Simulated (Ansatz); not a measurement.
`C[SiH]1[AlH][SnH2]1`. Total charge 0; spin multiplicity 1. Sn: def2 effective core potential. All single points use the PBE0-D4/def2-TZVP geometry.

```xyz
11

C    -1.515   -1.467   -0.394
Si   -0.416   -0.150    0.379
Al   -0.100    2.209    0.263
Sn    2.062    0.707    0.075
H    -1.078   -2.457   -0.251
H    -2.504   -1.453    0.070
H    -1.634   -1.291   -1.464
H    -0.192   -0.426    1.837
H    -0.626    3.612   -0.272
H     2.871    0.730   -1.440
H     3.131   -0.013    1.197
```

(1) What is the dipole moment at ωB97M-V/def2-TZVPP? (Best estimate.)

(2) And with PBE, r2SCAN, B3LYP? (An estimate is asked.)

(3) Give the Mulliken charges with ωB97M-V, PBE, r2SCAN in def2-TZVPP. (An estimate is asked.)

## Answers

(1) Computed: 1.53 D, with components (-1.53, 0.08, -0.06) D in this frame, pointing from negative to positive charge.

(2) Computed: PBE 1.41 D, r2SCAN 1.46 D, B3LYP 1.51 D.

(3) Computed: 
| atom | ωB97M-V | PBE | r2SCAN |
| --- | --- | --- | --- |
| C1 | -0.43 | -0.37 | -0.30 |
| Si2 | -0.02 | -0.06 | -0.04 |
| Al3 | 0.24 | 0.23 | 0.33 |
| Sn4 | 0.11 | 0.20 | 0.21 |
| H5 | 0.12 | 0.11 | 0.08 |
| H6 | 0.12 | 0.11 | 0.08 |
| H7 | 0.12 | 0.11 | 0.08 |
| H8 | -0.01 | -0.04 | -0.06 |
| H9 | -0.08 | -0.08 | -0.13 |
| H10 | -0.09 | -0.11 | -0.13 |
| H11 | -0.08 | -0.10 | -0.11 |

B3LYP here is the variant with VWN-RPA as its local correlation; programs differ in this.
